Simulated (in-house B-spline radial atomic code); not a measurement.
Whole-atom quantities along the 26-electron series, configuration [Ar] 3d8. Computed with a B-spline radial code for spherical atoms: non-relativistic Hartree-Fock, average of the configuration, point nuclei.

This level leaves out relativity, spin-orbit splitting included, which matters for heavy ions.

```
  ion   Z  E/Z² (Eh)  Σ<r²> (bohr²)  n(0)/Z³ (bohr⁻³)  Lamb diamagnetic shielding (ppm)  repulsion over attraction
Pr33+  59    -2.3725         1.2749           0.70735                            5458.6                   0.089618
Nd34+  60    -2.3803         1.2212           0.70783                            5561.2                   0.088282
Pm35+  61    -2.3879         1.1708            0.7083                           5663.81                   0.086984
Sm36+  62    -2.3953         1.1235           0.70875                           5766.41                   0.085722
Eu37+  63    -2.4024         1.0791           0.70919                           5869.01                   0.084495
Gd38+  64    -2.4093         1.0372           0.70962                            5971.6                   0.083301
Tb39+  65    -2.4161         0.9978           0.71003                            6074.2                    0.08214
Dy40+  66    -2.4226        0.96059           0.71044                           6176.79                   0.081009
Ho41+  67     -2.429        0.92543           0.71083                           6279.38                   0.079909
Er42+  68          ?              ?                 ?                                 ?                          ?
Tm43+  69    -2.4413        0.86071           0.71159                           6484.55                   0.077793
Yb44+  70    -2.4472        0.83088           0.71195                           6587.14                   0.076775
Lu45+  71    -2.4529        0.80259           0.71231                           6689.72                   0.075783
Hf46+  72    -2.4585        0.77573           0.71265                           6792.31                   0.074816
Ta47+  73     -2.464         0.7502           0.71299                           6894.89                   0.073872
 W48+  74    -2.4693        0.72591           0.71332                           6997.47                   0.072952
Re49+  75          ?              ?                 ?                                 ?                          ?
Os50+  76    -2.4795        0.68077           0.71395                           7202.63                   0.071177
Ir51+  77          ?              ?                 ?                                 ?                          ?
Pt52+  78    -2.4893        0.63974           0.71456                           7407.78                   0.069485
```

Q: Fill in the row of Er42+.

A: E/Z² (Eh): -2.4352; Σ<r²> (bohr²): 0.89219; n(0)/Z³ (bohr⁻³): 0.71121; Lamb diamagnetic shielding (ppm): 6381.97; repulsion over attraction: 0.078837.

Q: Fill in the row of Re49+.

A: E/Z² (Eh): -2.4745; Σ<r²> (bohr²): 0.7028; n(0)/Z³ (bohr⁻³): 0.71364; Lamb diamagnetic shielding (ppm): 7100.05; repulsion over attraction: 0.072054.

Q: Fill in the row of Ir51+.

A: E/Z² (Eh): -2.4845; Σ<r²> (bohr²): 0.65977; n(0)/Z³ (bohr⁻³): 0.71426; Lamb diamagnetic shielding (ppm): 7305.2; repulsion over attraction: 0.070321.

Q: With what power of Z does the column «Σ<r²> (bohr²)» change over this range?

A: A fit of the logarithm of its size against log Z from Z = 59 to 78 has slope -2.47. Unscreened non-relativistic hydrogenic orbitals would give -2.
